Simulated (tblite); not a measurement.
Method: GFN2-xTB as coded in tblite; computed harmonic values from a numerical Hessian at the method's own geometry, unscaled. The method is semi-empirical: single wavenumbers can be off by several per cent or more. Modes of hydrogen on phosphorus and silicon can be 10 to 20 % off. One conformer each. Thermal functions are those of the rigid rotor and harmonic oscillator, without mixing of conformers.

**Question.** Order these by their ideal-gas entropy at 298.15 K and 1 bar, highest first (cal/(mol K)).
A. `CN(C)P1CCSCC1`
B. `C1[SiH2][SiH2][Si@H](P)[C@H](F)C1`
C. `C(=C)C[SiH2]P([SiH2]F)[SiH3]`
D. `CO[Si@@H]1C[C@@H](C#N)[SiH2]N1`
E. `[Si@H]1(P[SiH2]C[C@@H]1[SiH2]F)C`

**Answer.** C (125.0), E (114.6), B (113.7), D (108.9), A (103.4).

| SMILES | atoms | mass (u) | symmetry number | modes under 300 cm⁻¹ | ZPE (kcal/mol) | S translation (cal/(mol K)) | S rotation | S vibration | S | Cp |
| --- | --- | --- | --- | --- | --- | --- | --- | --- | --- | --- |
| C=CC[SiH2]P([SiH3])[SiH2]F | 20 | 182.00 | 1 | 11 | 82.1 | 41.5 | 31.0 | 52.5 | 125.0 | 52.7 |
| C[Si@@H]1P[SiH2]C[C@@H]1[SiH2]F | 20 | 182.00 | 1 | 9 | 85.0 | 41.5 | 30.7 | 42.4 | 114.6 | 50.2 |
| F[C@@H]1CC[SiH2][SiH2][Si@@H]1P | 20 | 182.00 | 1 | 9 | 83.9 | 41.5 | 30.8 | 41.4 | 113.7 | 49.8 |
| CO[Si@@H]1C[C@@H](C#N)[SiH2]N1 | 19 | 158.03 | 1 | 9 | 85.2 | 41.1 | 30.2 | 37.6 | 108.9 | 44.9 |
| CN(C)P1CCSCC1 | 23 | 163.06 | 1 | 10 | 120.6 | 41.2 | 30.0 | 32.2 | 103.4 | 44.1 |

Entropies and Cp are for 298.15 K and 1 bar.
